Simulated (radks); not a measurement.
Ionisation of the silicon ion Si3+, [Ne] 3s1, to [Ne] as the strength of local exchange is varied. All-electron calculation, non-relativistic Kohn-Sham, Slater X-alpha exchange (alpha = 2/3 is LDA exchange), no correlation, spin-unpolarised, spherical densities, point nucleus. Program: a radial shooting solver on a logarithmic mesh with Libxc functionals.

alpha  E(Si3+) (hartree)  exchange (hartree)  IE (eV)  -e of the level emptied (eV)  <r> of it (bohr)
0.667         -285.15047           -17.75846   43.812                   38.345 (3s)             1.858
0.743         -287.17940           -19.88897   44.659                   39.259 (3s)             1.838
0.862         -290.37827           -23.26886   46.001                   40.712 (3s)             1.807
0.87          -290.59428           -23.49801   46.092                   40.811 (3s)             1.805
0.893         -291.21600           -24.15814   46.353                   41.095 (3s)             1.799
0.926         -292.10977           -25.10880   46.730                   41.504 (3s)             1.791
0.977         -293.49512           -26.58610   47.314                   42.140 (3s)             1.778
1.011         -294.42142           -27.57643   47.705                   42.567 (3s)             1.770

NIST Atomic Spectra Database: 45.142 eV (measured). The Delta-SCF value meets it near alpha = 0.79. Spin polarisation and multiplet splitting are left out, so open shells lie too high by an amount that depends on their filling.

Beside tabulated values, note that spin-unpolarised runs miss the spin-polarisation part of the exchange energy of open shells.
